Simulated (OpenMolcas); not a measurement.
## Potential curves of SbO⁺: spin-free states

Computed with OpenMolcas 26.06: state-averaged CASSCF(6,6) over Sb 5p, O 2p, XMS-CASPT2 (IPEA 0.25, imaginary shift 0.2 hartree), scalar X2C, ANO-RCC-VTZP, then RASSI spin–orbit state interaction with atomic mean-field integrals. C2 symmetry about the axis (a holds Σ, Δ, Γ; b holds Π, Φ, H; Σ⁺ and Σ⁻ are not told apart); roots by multiplicity and irrep: 1a 4, 3a 4, 3b 2, 1b 2.

XMS-CASPT2 energies in eV from the lowest point. Curves are followed by energy order within each symmetry, so they are adiabatic and may change character at avoided crossings; Σ⁺ and Σ⁻ are counted together.

```json
{"R (Å)": "1.529", "(1)1Σ": "2.176", "(1)3Σ": "7.230", "(2)1Σ": "8.091", "(2)3Σ": "8.099", "(1)1Δ": "8.155"}
{"R (Å)": "1.618", "(1)1Σ": "0.751", "(1)3Σ": "5.011", "(2)1Σ": "5.861", "(2)3Σ": "5.868", "(1)1Δ": "5.929"}
{"R (Å)": "1.698", "(1)1Σ": "0.164", "(1)3Σ": "3.784", "(2)1Σ": "4.625", "(2)3Σ": "4.628", "(1)1Δ": "4.693"}
{"R (Å)": "1.778", "(1)1Σ": "0.000", "(1)3Σ": "3.062", "(2)1Σ": "3.888", "(2)3Σ": "3.893", "(1)1Δ": "3.958"}
{"R (Å)": "1.867", "(1)1Σ": "0.139", "(1)3Σ": "2.657", "(2)1Σ": "3.465", "(2)3Σ": "3.472", "(1)1Δ": "3.536"}
{"R (Å)": "1.956", "(1)1Σ": "0.474", "(1)3Σ": "2.533", "(2)1Σ": "3.327", "(2)3Σ": "3.333", "(1)1Δ": "3.390"}
{"R (Å)": "2.080", "(1)1Σ": "1.110", "(1)3Σ": "2.644", "(2)1Σ": "3.414", "(2)3Σ": "3.424", "(1)1Δ": "3.466"}
{"R (Å)": "2.240", "(1)1Σ": "1.995", "(1)3Σ": "3.030", "(2)1Σ": "3.763", "(2)3Σ": "3.787", "(1)1Δ": "3.797"}
{"R (Å)": "2.489", "(1)1Σ": "3.208", "(1)3Σ": "3.749", "(2)1Σ": "4.399", "(2)3Σ": "4.475", "(1)1Δ": "4.407"}
```

Q: With masses 120.904 and 15.995 u, fit the curves (1)1Σ, (1)3Σ, (2)1Σ, (2)3Σ, (1)1Δ near their minima.

A: At XMS-CASPT2, Te from the lowest curve (the fit fixes ωe to a per cent or two; the method's Re and ωe can be off by some per cent):

| curve | Te (cm⁻¹) | Re (Å) | ωe (cm⁻¹) |
| --- | --- | --- | --- |
| (1)1Σ | 0 | 1.779 | 899.3 |
| (1)3Σ | 20410 | 1.967 | 638.3 |
| (2)1Σ | 26790 | 1.975 | 622.4 |
| (2)3Σ | 26840 | 1.975 | 627.2 |
| (1)1Δ | 27290 | 1.980 | 609.4 |

The 5 lowest clean curves are shown; the next is (1)3Π, from 3.69 eV. Left out for impure symmetry, kinks or missing points, though low: (1)3Δ. Only roots inside an energy window near the equilibrium distance were included, so the list of states is not complete; labels number the states computed. Each spin and symmetry block has orbitals of its own, averaged over its own roots, so gaps between blocks are less sure than gaps within one and near the minimum can be off by tenths of an eV, in bad cases by more. No Rydberg orbitals are active, so Rydberg states, and σ→σ* states whose orbital the CASSCF left unused, can be missing between those listed. CASPT2 splits the two components of degenerate states numerically, here by up to 96 cm⁻¹. Points that failed a check (symmetry, reference weights, a jump) are left out.
